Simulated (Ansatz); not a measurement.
Molecule: difluoro(methyl)borane, CH3BF2, charge 0, multiplicity 1. SMILES: FB(F)C
Geometry: optimised at B3LYP-D3(BJ)/def2-TZVP (Ansatz, an electronic-structure program).

Property: vertical triplet-singlet gap (E(triplet) - E(singlet); each state is the SCF solution reached for its spin), in kcal/mol. Valence correlation only, unless marked. Open shells are spin-unrestricted. Spin-orbit coupling is left out. No relativistic terms. Basis-set limits of correlation are two-point, X^-3; Hartree-Fock from the larger set. [CCSD(T)-MP2]/basis is that difference in the basis named.

```tsv
level	program	vertical triplet-singlet gap (kcal/mol)
HF/aug-cc-pVDZ	Ansatz	189.8
HF/aug-cc-pVTZ	Ansatz	189.2
HF/aug-cc-pVQZ	Ansatz	189.1
SVWN5/def2-TZVPD	Ansatz	175.9
PBE/def2-TZVPD	Ansatz	172.9
B3LYP/def2-TZVPD	Ansatz	182.5
PBE0/def2-TZVPD	Ansatz	181.9
BHLYP/def2-TZVPD	Ansatz	191.2
CAM-B3LYP/def2-TZVPD	Ansatz	186.9
wB97M-V/def2-TZVPD	Ansatz	192.3
wB97X-V/def2-TZVPD	Ansatz	191.4
B2PLYP/def2-TZVPD	Ansatz	190.2
MP2/aug-cc-pVTZ	Ansatz	201.1
RI-MP2/CBS(aug-cc-pVTZ,aug-cc-pVQZ)	Ansatz	202.1
SCS-MP2/aug-cc-pVTZ	Ansatz	203.5
CCSD/aug-cc-pVDZ	Ansatz	196.1
CCSD/aug-cc-pVTZ	Ansatz	196.6
CCSD(T)/aug-cc-pVDZ	Ansatz	195.5
CCSD(T)/aug-cc-pVTZ	Ansatz	195.9
RI-MP2/CBS(aug-cc-pVTZ,aug-cc-pVQZ)+[CCSD(T)-MP2]/aug-cc-pVDZ	Ansatz	197.0
RI-MP2/CBS(aug-cc-pVTZ,aug-cc-pVQZ)+[CCSD(T)-MP2]/aug-cc-pVTZ	Ansatz	196.9
```
